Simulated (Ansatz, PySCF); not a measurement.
C3H7FSi2, SMILES [SiH2](C#C)[C@@H]([SiH3])F.

Geometry: B3LYP-D3(BJ)/def2-SVP. The structure was generated by enumeration; whether it is a known compound was not checked. The values are those of a single conformer.

Vertical ionisation energy (IE) and electron affinity (EA) in eV. Rows of orbital energies are one-electron estimates. Where ΔSCF, EOM or ADC give a negative EA the extra electron is unbound and the value depends on the basis.

```csv
level,IE,EA
"−ε(HOMO), −ε(LUMO), r2SCAN/def2-TZVP (PySCF)",7.11,1.23
"−ε(HOMO), −ε(LUMO), PBE/def2-TZVP (PySCF)",6.84,1.44
"ΔSCF, PBE0/def2-SVPD (Ansatz), final states of multiplicity 2 and 2",10.00,-1.09
"ΔSCF, PBE/def2-SVPD (Ansatz), final states of multiplicity 2 and 2",9.55,-0.90
```

Question: What vertical singlet–triplet gap does ΔSCF give with PBE0/def2-SVPD (Ansatz, a program for electronic structure) and with PBE/def2-SVPD (Ansatz)? (The exact figures need the calculation; the answer reports its results.)

Answer: 4.99 and 4.97 eV (triplet above singlet where positive).
